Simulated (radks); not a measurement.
The numbers below are computed, except where a source is named.
Hg II, 79 electrons, occupied as [Xe] 4f14 5d10 6p1 (not the ground configuration). Code: a radial shooting solver on a logarithmic mesh with Libxc functionals. Model: scalar-relativistic Kohn-Sham, PBE, spin-polarised, spherical densities, finite nucleus; open shells are filled with parallel spins first (spin-orbit coupling, left out, can overturn this in heavy ions); Fermi nuclear charge, rms radius 5.4648 fm.

Unscreened Slater integrals over Kohn-Sham orbitals (eV). They are taken over the spin-up orbitals.

integral     value
F0(6p,6p)   7.3253
F2(6p,6p)   3.9370
F0(6p,5d)   9.1040
F2(6p,5d)   2.7450
G1(6p,5d)   1.2699
G3(6p,5d)  0.99469
F0(6p,5p)   9.3790
F2(6p,5p)   1.8722
G0(6p,5p)  0.30509
G2(6p,5p)  0.40642
F0(6p,4f)   9.7189
F2(6p,4f)  0.79592
G2(6p,4f)  0.17392
G4(6p,4f)  0.16161
F0(5d,5d)   16.869
F2(5d,5d)   8.6670
F4(5d,5d)   5.7172
F0(5d,5p)   19.375
F2(5d,5p)   9.5030
G1(5d,5p)   11.404
G3(5d,5p)   7.0502
F0(5d,4f)   22.033
F2(5d,4f)   5.0348
F4(5d,4f)   2.3221
G1(5d,4f)   1.5591
G3(5d,4f)   1.4994
G5(5d,4f)   1.2086
F0(5p,5p)   23.547
F2(5p,5p)   12.683
F0(5p,4f)   29.080
F2(5p,4f)   8.9665
G2(5p,4f)   3.2929
G4(5p,4f)   2.8184
F0(4f,4f)   51.532
F2(4f,4f)   25.714
F4(4f,4f)   16.402
F6(4f,4f)   11.880

Derived for the open shells (J is the average intra-shell exchange parameter used in DFT+U). 6p: J = F2/5 = 0.7874 eV.
